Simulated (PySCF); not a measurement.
## Correlation energy of Ca⁺ (calcium, charge +1)

Starting occupation: [Ar] 4s1, 4s1/2 with m_j = +1/2. All numbers are calculated (PySCF 2.14, X2C-1e with screened-nucleus spin-orbit coupling, Gaussian nucleus, in x2c-TZVPall-2c). Frozen: [Ne]; 9 electrons correlated; the 6 highest virtual spinors left out.

MP2 pair energies summed by pair of shells (mhartree):

| pair | energy | share (%) |
| --- | --- | --- |
| 3p1/2-3p3/2 | -63.96 | 34.8 |
| 3p3/2-3p3/2 | -62.82 | 34.1 |
| 3p1/2-3p1/2 | -15.48 | 8.4 |
| 3p3/2-3s1/2 | -12.78 | 6.9 |
| 3p3/2-4s1/2 | -10.21 | 5.5 |
| 3s1/2-3s1/2 | -6.62 | 3.6 |
| 3p1/2-3s1/2 | -6.44 | 3.5 |
| 3p1/2-4s1/2 | -4.83 | 2.6 |
| 3s1/2-4s1/2 | -0.89 | 0.5 |

Total MP2 correlation energy: -184.04 mhartree.

This basis was not built for core-valence correlation, so the inner-shell part is incomplete.
